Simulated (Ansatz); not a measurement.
Basis sets compared for SnSe4. The state is a singlet with charge 0. Geometry PBE-D4/def2-SVP. Ansatz on 4 threads of Arm Neoverse V2 on a shared host; times are rough, and most runs start from earlier orbitals.

```xyz
5

Sn    1.213   -0.730   -1.174
Se   -1.321    0.094   -1.714
Se    0.196   -0.574    1.509
Se    1.806    1.009    0.803
Se   -1.895    0.202    0.576
```

In the def2 sets Sn takes a core potential; there is no spin–orbit coupling. The structure comes from a short search, and lower isomers may exist.

Binding counts from free atoms (Sn triplet, Se triplet) in the same basis, without a counterpoise term.

```tsv
level	functions	energy (Eh)	HOMO (eV)	LUMO (eV)	binding per atom (eV)	wall time
PBE-D4/def2-SVP	154	-9818.0654	-4.93	-3.37	2.73	2.2 s
PBE0-D4/def2-SVP	154	-9818.3575	-5.98	-2.74	2.50	4.6 s
```

Question: Estimate the rows for PBE-D4/def2-TZVP (with forces), PBE0-D4/def2-TZVP.

Answer: 
| level | functions | energy (Eh) | HOMO (eV) | LUMO (eV) | binding per atom (eV) | wall time |
| --- | --- | --- | --- | --- | --- | --- |
| PBE-D4/def2-TZVP (with forces) | 242 | -9819.2529 | -5.04 | -3.45 | 2.74 | 5.5 s |
| PBE0-D4/def2-TZVP | 242 | -9819.5458 | -6.04 | -2.78 | 2.54 | 14 s |
